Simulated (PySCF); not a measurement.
Calculation: PBE-D3(BJ)/def2-TZVP // CAM-B3LYP-D3(BJ)/def2-TZVP run with PySCF 2.14.0. All species are isolated molecules in the gas phase. One relaxed conformer stands for a flexible species; it need not be the lowest. 

Reference species (SMILES): `B1=BCC1` (neutral, multiplicity 1).

The LUMO comes out as -3.49 eV. The HOMO is -4.37 eV.

Changed species: `C=BB=C`.

Predict the effect on the LUMO and HOMO.

the LUMO rises by 0.54 eV, to -2.95 eV; the HOMO drops by 1.77 eV, to -6.14 eV.
